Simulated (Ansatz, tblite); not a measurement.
Removing and adding an electron: cis-NiBr2(NH3)2 (NiBr2N2H6). Total charge 0; singlet. Geometry: PBE-D4/def2-SVP. Ansatz, gas phase; energy differences of separate SCF runs; the oxidised species was run as a doublet alone; the reduced species was run as a doublet alone.

Cartesian coordinates in Å:
```
Ni 0.651 -0.471 -0.007
Br 1.399 -2.119 -1.446
Br 2.469 -0.682 1.405
N 0.008 0.914 1.212
H -0.848 0.674 1.736
H -0.133 1.853 0.810
H 0.785 0.974 1.902
N -0.882 -0.281 -1.203
H -0.717 -1.043 -1.892
H -0.915 0.604 -1.732
H -1.815 -0.422 -0.786
```

The xTB rows come from tblite. At PBE0-D4/def2-TZVP a triplet of charge 0 lies 0.80 eV below the restricted singlet, each at its own geometry.

```tsv
level	−HOMO (eV)	vertical IE (eV)	−LUMO (eV)	vertical EA (eV)	HOMO–LUMO gap (eV)	IE − EA (eV)	remarks
GFN1-xTB	9.57	13.11	8.02	4.53	1.55	8.58	–
GFN2-xTB	9.95	12.78	8.85	6.04	1.10	6.74	–
r2SCAN-D4/def2-TZVP	5.02	7.80	3.25	–	1.77	–	–
r2SCAN-D4/def2-TZVPD	5.08	–	3.31	1.03	1.77	–	HOMO above zero (-1 doublet)
```

Q: Estimate the rows for PBE-D4/def2-TZVP, PBE-D4/def2-TZVPD, PBE0-D4/def2-TZVPD.

A: 
```tsv
level	−HOMO (eV)	vertical IE (eV)	−LUMO (eV)	vertical EA (eV)	HOMO–LUMO gap (eV)	IE − EA (eV)	remarks
PBE-D4/def2-TZVP	4.70	7.64	3.34	–	1.36	–	–
PBE-D4/def2-TZVPD	4.80	–	3.43	0.97	1.36	–	HOMO above zero (-1 doublet)
PBE0-D4/def2-TZVPD	6.54	–	2.14	1.16	4.40	–	HOMO above zero (-1 doublet)
```

Relaxing the oxidised species (PBE-D4/def2-SVP) changes its energy by -0.09 eV at PBE-D4/def2-TZVP, so the adiabatic ionisation energy to this nearest minimum is 7.55 eV.  Run but left out: PBE0-D4/def2-TZVP (singlet: restricted singlet, unstable towards broken spin symmetry).   A HOMO above zero means that the electron is unbound at that level or that self-interaction error raises the level; the energy of removing that electron tells which. Raw xTB energy differences between charge states are shifted by several eV; the methods need an empirical correction for them.
